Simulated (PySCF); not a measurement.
OS2, SMILES [O-][S+]=S.

Geometry optimised at PBE0-D3(BJ)/def2-TZVP.

Level of theory: PBE0-D3(BJ)/def2-TZVP (PySCF 2.14.0).

Frequencies are harmonic and unscaled.

| mode | ν (cm⁻¹) | IR (km/mol) | Raman (Å⁴/amu) | depolarisation | moving atoms (share of kinetic energy) |
|---|---|---|---|---|---|
| 1 | 394 | 8.6 | 6.7 | 0.59 | O 52 %, S 48 % |
| 2 | 723 | 54.1 | 27.8 | 0.21 | S 96 % |
| 3 | 1241 | 172.3 | 23.1 | 0.39 | O 65 %, S 35 % |
